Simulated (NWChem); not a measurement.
System: C₅H₃F; SMILES C#CC(F)C#C

Input file for NWChem:

```
start job
memory heap 200 mb stack 900 mb global 1100 mb
geometry units angstroms noautosym nocenter noautoz
  C      0.929154    -0.171961    -2.224632
  C      0.313911     0.072837    -1.213277
  C     -0.439938     0.402472     0.000000
  F     -1.655656    -0.240761     0.000000
  C      0.313911     0.072837     1.213277
  C      0.929154    -0.171961     2.224632
  H      1.479525    -0.397856    -3.119938
  H     -0.645122     1.489953     0.000000
  H      1.479525    -0.397856     3.119938
end
basis spherical
  * library pcsseg-1
end
dft
  xc kt2
  iterations 150
end
property
  shielding 6 1 2 3 4 7 8
  efieldgrad
end
task dft property
```

Structure relaxed at the PBE0/def2-SVP level.

GIAO values for the isolated, static molecule; σ is the absolute isotropic shielding, δ = σ(reference) − σ with the isolated reference molecule computed at the same levels (13C: tetramethylsilane, 19F: trichlorofluoromethane, 1H: tetramethylsilane).

Atoms are numbered as in the input.

Question: What results follow from this input? (KT2/pcSseg-1, GIAO.) Quantities: δ C1 (ppm); δ C2 (ppm); δ C3 (ppm); δ F4 (ppm); δ H7 (ppm); δ H8 (ppm).

Answer: The δ C1 (ppm) is 74.6, the δ C2 (ppm) is 74.0 and the δ C3 (ppm) is 71.8. The δ F4 (ppm) is -214.1 and the δ H7 (ppm) is 2.72. The δ H8 (ppm) is 5.97.
